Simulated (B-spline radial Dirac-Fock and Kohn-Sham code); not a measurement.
## Scattering functions of Mo²⁺

System: Mo²⁺ in the configuration [Kr] 4d4.

The computed values come from a radial atomic solver: relativistic Hartree-Fock (Dirac-Fock) wave functions, averaged over the configuration. f₀ is the Fourier transform of the spherical electron density, S the Waller-Hartree incoherent function, and s = sin θ/λ.

```
s (Å⁻¹)      f₀       S
      0  40.000   0.000
   0.05  39.439   0.634
    0.1  37.893   2.230
   0.15  35.695   4.189
    0.2  33.215   6.115
   0.25  30.743   7.898
    0.3  28.450   9.559
   0.35  26.413  11.124
    0.4  24.643  12.602
   0.45  23.118  13.981
    0.5  21.797  15.250
    0.6  19.590  17.445
    0.7  17.727  19.252
    0.8  16.033  20.800
    0.9  14.446  22.189
      1  12.967  23.465
    1.1  11.620  24.644
    1.2  10.428  25.733
    1.4   8.540  27.652
    1.6   7.250  29.258
    1.8   6.396  30.593
      2   5.813  31.704
    2.5   4.828  33.796
      3   3.988  35.260
    3.5   3.217  36.311
      4   2.581  37.060
      5   1.766  37.988
      6   1.373  38.524
```

f₀ starts at the number of electrons, 40, and has fallen to half at s ≈ 0.58 Å⁻¹. The sum of ⟨r²⟩ over the electrons is 31.12 bohr².
